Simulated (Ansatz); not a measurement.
`FC1=CB[SiH2]1` and `CB1C=C(F)[SiH2]1` differ in one atom or group.

Ansatz, PBE0-D4/def2-TZVP geometries, multiplicity 1. 

| property | `FC1=CB[SiH2]1` |
| --- | --- |
| HOMO–LUMO gap (PBE0/def2-TZVPP) / eV | 5.91 |
| LUMO energy (ωB97M-V/def2-TZVPP) / eV | 0.03 |
| HOMO energy (PBE0/def2-TZVPP) / eV | -7.92 |
| size of the dipole moment (B3LYP/def2-TZVPP) / D | 0.41 |
| LUMO energy (B3LYP/def2-TZVPP) / eV | -2.19 |
| HOMO–LUMO gap (PBE/def2-TZVPP) / eV | 3.72 |

**Question.** What does the change do to each property? (Estimate.)

**Answer.** Computed: 
```json
{"property": "HOMO–LUMO gap (PBE0/def2-TZVPP) / eV", "`CB1C=C(F)[SiH2]1`": "5.95", "shift": "0.04"}
{"property": "LUMO energy (ωB97M-V/def2-TZVPP) / eV", "`CB1C=C(F)[SiH2]1`": "0.49", "shift": "0.46"}
{"property": "HOMO energy (PBE0/def2-TZVPP) / eV", "`CB1C=C(F)[SiH2]1`": "-7.52", "shift": "0.40"}
{"property": "size of the dipole moment (B3LYP/def2-TZVPP) / D", "`CB1C=C(F)[SiH2]1`": "1.34", "shift": "0.93"}
{"property": "LUMO energy (B3LYP/def2-TZVPP) / eV", "`CB1C=C(F)[SiH2]1`": "-1.75", "shift": "0.44"}
{"property": "HOMO–LUMO gap (PBE/def2-TZVPP) / eV", "`CB1C=C(F)[SiH2]1`": "3.78", "shift": "0.06"}
```

Dipoles are sizes alone; their direction can turn.

B3LYP here is the variant with VWN-RPA as its local correlation; programs differ in this.
